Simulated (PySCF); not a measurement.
**LiI₂⁻: one-bond stretch**

All numbers come from PySCF, PBE0, basis Li def2-TZVPD, I def2-TZVPD with ECP28 (scalar-relativistic core potentials, no spin–orbit coupling, density fitting).

Rigid scan from the singlet minimum (Li–I 2.540 Å (×2); I–Li–I 180.0°). Coordinate: the bond from Li to the last atom (I) scaled, the rest fixed. Energies in kJ/mol from the minimum.

Predict the curve at 0.92, 0.96, 1.00, 1.05, 1.12, 1.20, 1.35, 1.55, 1.80, 2.20.


| scale of one bond | E (kJ/mol) | dipole size (D, about the centre of mass) |
| --- | --- | --- |
| 0.92 | 9.0 | 0.53 |
| 0.96 | 2.0 | 0.27 |
| 1.00 | 0.0 | 0.00 |
| 1.05 | 2.4 | 0.36 |
| 1.12 | 11.2 | 0.90 |
| 1.20 | 25.1 | 1.55 |
| 1.35 | 52.9 | 2.83 |
| 1.55 | 85.3 | – |
| 1.80 | 115.2 | – |
| 2.20 | 144.4 | – |

Other isomers or separated fragments may lie lower.
